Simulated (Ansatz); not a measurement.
Computed with Ansatz.

A structure relaxed at PBE0-D4/def2-TZVP, charge 0, multiplicity 1:

```
atom    x (Å)    y (Å)    z (Å)
  C1   1.4073  -1.7115  -0.1860
  C2   1.4125  -0.1893  -0.2402
 In3  -0.5236   0.7013   0.0626
  N4  -0.9967   2.6570  -0.1852
  N5  -2.1217  -0.4088   0.6364
  H6   1.0473  -2.0834   0.7766
  H7   2.4113  -2.1222  -0.3361
  H8   0.7646  -2.1443  -0.9572
  H9   2.0813   0.2255   0.5190
 H10   1.7870   0.1684  -1.2030
 H11  -0.2669   3.3499  -0.1169
 H12  -1.8281   3.0079   0.2667
 H13  -3.0525  -0.0472   0.4936
 H14  -2.1218  -1.4034   0.4699
```

Task: Give its formula and SMILES.

Result: C2H9InN2, `C[CH2][In]([NH2])[NH2]`.

Task: Point group (tolerance 0.08 Å, 0.16 Å for H)?

Result: C1.

Task: Summarise the bond lengths by kind.

Result: 1 × C–C 1.523 Å; 5 × C–H 1.093 to 1.095 Å; 1 × C–In 2.153 Å; 2 × In–N 2.027 to 2.029 Å; 4 × H–N 1.008 to 1.009 Å.
